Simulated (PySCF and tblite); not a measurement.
C₅H₇NO₂, numbered as in [N:1]#[C:2][C@@H:3]1[CH2:4][CH2:5][O:6][CH2:7][O:8]1.

The ensemble was built from 60 distance-geometry starts (ETKDG and KDG, MMFF94s, GFN2-xTB) and rests on GFN2-xTB geometries. Energies: PBE0-D3(BJ)/pcSseg-1, with GFN2-xTB thermal terms (modes under about 100 cm⁻¹ blended into free rotors). Symmetry numbers and mirror images are counted. Conformers within 2.5 kcal/mol (GFN2-xTB free energy) were kept, 4 at most. GIAO shieldings: PBE0/pcSseg-1. Shifts are against TMS (¹H), TMS (¹³C), NH3 (¹⁵N) at the same level; of two unlike H on one atom, a is the less shielded. (PySCF 2.14, tblite 0.8.)

(1) What shifts does this protocol give at 298.15 K under fast conformational exchange?

(2) How do the conformers differ?

(3) Which signal moves most, for its nucleus, between 250 and 350 K through the change of populations alone?

Unscaled ¹⁵N shifts at such levels can be off by tens of ppm; differences between conformers or isomers are more reliable. Shifts are unscaled: against experiment ¹³C can be off by 15 ppm or more and ¹H by 0.8 ppm.

## Answers

(1) ¹H: 5.35 (H7a, 1H), 5.10 (H7b, 1H), 4.77 (H3, 1H), 4.22 (H5a, 1H), 4.15 (H5b, 1H), 2.35 (H4a, 1H), 1.36 (H4b, 1H) ppm. ¹³C: 121.5 (C2), 93.7 (C7), 66.5 (C5), 63.6 (C3), 33.6 (C4) ppm. ¹⁵N: 314.6 (N1) ppm.

(2) The 6-ring runs over atoms 3–4–5–6–7–8.
```csv
conformer,shape,weight %
1,6-ring chair (C2 axial),90.7
2,6-ring chair (all substituents equatorial),9.3
```

| signal | 1 | 2 | average |
| --- | --- | --- | --- |
| H3 | 4.83 | 4.20 | 4.77 |
| H4a | 2.45 | 1.36 | 2.35 |
| H4b | 1.26 | 2.36 | 1.36 |
| H5a | 4.21 | 4.34 | 4.22 |
| H5b | 4.20 | 3.67 | 4.15 |
| H7a | 5.35 | 5.34 | 5.35 |
| H7b | 5.13 | 4.82 | 5.10 |
| C2 | 121.5 | 122.0 | 121.5 |
| C3 | 63.4 | 65.7 | 63.6 |
| C4 | 33.4 | 35.0 | 33.6 |
| C5 | 66.2 | 69.3 | 66.5 |
| C7 | 93.4 | 97.1 | 93.7 |
| N1 | 315.2 | 307.9 | 314.6 |

(3) H4a: 2.38 ppm at 250 K, 2.35 ppm at 298.15 K, 2.31 ppm at 350 K.


¹⁵N shifts are against a computed isolated NH3 molecule, about 20 ppm from the liquid.

Conformer gaps in pcSseg-1 on xTB geometries can be 2 kcal/mol off for S=O, P=O and other polar bonds.